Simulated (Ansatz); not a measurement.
`B[CH2][GeH2][F]`. Total charge 0; spin multiplicity 1. The geometry is a stationary point of PBE0-D4/def2-TZVP. It is one conformer, not always the lowest.

```xyz
10

B    -0.009   -1.465   -0.675
C     0.566   -0.482    0.351
Ge   -0.383    1.229    0.175
F     0.353    2.256    1.378
H     0.432   -1.515   -1.788
H    -0.954   -2.149   -0.403
H     1.609   -0.197    0.187
H     0.396   -0.748    1.397
H    -1.868    1.145    0.550
H    -0.142    1.926   -1.171
```

(1) What is the dipole moment at ωB97M-V/def2-TZVPP? (Estimate.)

(2) And with PBE, r2SCAN, B3LYP? (Best estimate.)

(3) Give the Mulliken charges with ωB97M-V, B3LYP, r2SCAN in def2-TZVPP. (Estimate.)

## Answers

(1) Ansatz gave: 1.31 D, with components (-0.37, -0.96, -0.81) D in this frame, pointing from negative to positive charge.

(2) Computed: PBE 1.03 D, r2SCAN 1.18 D, B3LYP 1.30 D.

(3) Ansatz gave: 
```json
{"atom": "B1", "ωB97M-V": "-0.22", "B3LYP": "-0.15", "r2SCAN": "-0.08"}
{"atom": "C2", "ωB97M-V": "-0.34", "B3LYP": "-0.26", "r2SCAN": "-0.23"}
{"atom": "Ge3", "ωB97M-V": "0.47", "B3LYP": "0.50", "r2SCAN": "0.50"}
{"atom": "F4", "ωB97M-V": "-0.39", "B3LYP": "-0.39", "r2SCAN": "-0.39"}
{"atom": "H5", "ωB97M-V": "0.08", "B3LYP": "0.04", "r2SCAN": "0.01"}
{"atom": "H6", "ωB97M-V": "0.08", "B3LYP": "0.04", "r2SCAN": "0.01"}
{"atom": "H7", "ωB97M-V": "0.15", "B3LYP": "0.12", "r2SCAN": "0.10"}
{"atom": "H8", "ωB97M-V": "0.15", "B3LYP": "0.12", "r2SCAN": "0.10"}
{"atom": "H9", "ωB97M-V": "0.01", "B3LYP": "-0.01", "r2SCAN": "-0.02"}
{"atom": "H10", "ωB97M-V": "0.01", "B3LYP": "-0.01", "r2SCAN": "-0.02"}
```

B3LYP here is the variant with VWN-RPA as its local correlation; programs differ in this.
